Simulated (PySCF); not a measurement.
One molecule, a ladder of functionals, a line

Molecule: SMILES CO[SiH2]N(C)C, C3H11NOSi.

Atom-mapped SMILES (the numbers label the heavy atoms): `[CH3:1][O:2][SiH2:3][N:4]([CH3:5])[CH3:6]`. Hydrogens are named by the atom that carries them.

GIAO shieldings (ppm, equivalent atoms averaged) in PySCF on the PBE0-D3(BJ)/def2-SVP geometry, basis pcSseg-1, gas phase, non-relativistic:

| functional | exact exchange (%) | σ(C1) | σ(C5/C6) | σ(O2) | σ(Si3) |
| --- | --- | --- | --- | --- | --- |
| BLYP | 0 | 124.0 | 133.3 | 291.7 | 350.7 |
| BP86 | 0 | 128.6 | 137.9 | 296.0 | 355.4 |
| PBE | 0 | 129.3 | 138.5 | 295.8 | 355.2 |
| PBE0 | 25 | 135.1 | 144.3 | 310.0 | 370.5 |
| mPW1PW91 | 25 | 134.0 | 143.5 | 309.4 | 370.3 |
| BHandHLYP | 50 | 135.8 | 145.1 | 318.4 | 381.6 |
| HF | 100 | 145.7 | 155.0 | 337.0 | 418.2 |

Task: Fit each shielding as a line in the percentage of exact exchange.

Result: σ(C1) = 128.1 + 0.18 x (rms 2.0 ppm); σ(C5/C6) = 137.4 + 0.18 x (rms 2.0 ppm); σ(O2) = 296.1 + 0.43 x (rms 2.4 ppm); σ(Si3) = 353.6 + 0.63 x (rms 2.1 ppm). The functionals also differ in their semilocal parts, which the line can't hold; Hartree–Fock has no correlation at all.

Task: What does the line predict for B3LYP (20 %), and what does the run give?

Result: σ(C1): 131.7 predicted, 129.2 computed; σ(C5/C6): 141.0 predicted, 138.6 computed; σ(O2): 304.7 predicted, 303.9 computed; σ(Si3): 366.2 predicted, 362.4 computed ppm.
